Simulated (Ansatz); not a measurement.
```yaml
crystal:
  periodic: [false, false, false]
  atoms:
    - {symbol: S, position_ang: [-0.989628, 1.038172, -0.149572]}
    - {symbol: Si, position_ang: [0.232644, 0.633988, 0.235574]}
    - {symbol: Ga, position_ang: [0.506622, -0.884782, -0.221730]}
    - {symbol: I, position_ang: [-1.029402, -1.794751, -0.108998]}
    - {symbol: H, position_ang: [-1.474684, 0.217660, -0.009146]}
    - {symbol: H, position_ang: [0.956197, 1.325279, -0.275722]}
    - {symbol: H, position_ang: [0.481769, 0.771168, 1.270645]}
    - {symbol: H, position_ang: [1.327498, -1.268611, -0.533725]}
basis:
  gaussian: {orbitals: def2-TZVPP}
magnetization: {spin_polarized: true, initial_magnetization: 2}
hamiltonian: {xc: {name: r2SCAN}}
correlation: {method: rpa}
```

```sh
$ ansatz run in.yaml --threads 4 --pin off --events-out ev --progress --plain --max-ram 10444MiB
```

It prints (some lines left out):

```
Functional definition: r2SCAN
1565 factors; integrals over basis functions are off by at most 1.3e-3 eV
mean field evaluation 1: about -79184.5883 eV, gradient 7.0e1 eV
mean field evaluation 2: about -79184.5702 eV, gradient 7.0e1 eV
mean field evaluation 4: about -79204.0843 eV, gradient 2.2e1 eV
mean field evaluation 8: about -79206.2473 eV, gradient 1.1e0 eV
mean field evaluation 16: about -79206.2470 eV, gradient 1.3e-3 eV
mean field -79206.24701689 eV, -2910.7758899481 hartree, gradient 3.9e-6 eV, S^2 2.009348; 2 other end points of the search recorded, 0 dependent functions left out
23 core orbitals not correlated: weight in the atoms' cores, before any rotation towards them, 0.999 or more for the frozen orbitals, at most 0.000 for the correlated occupied ones
reference -79092.09143900 eV, -2906.5807498380 hartree; 23, 21 occupied and 192, 194 virtual orbitals, 1565 factors
Total energy: -79134.33810396 eV, -2908.1332861397 hartree
```

(1) What is wrong with this run?

Answers

(1) The geometry is squeezed to about two thirds of its size. The run converged. The result belongs to that input, not to the molecule as meant.
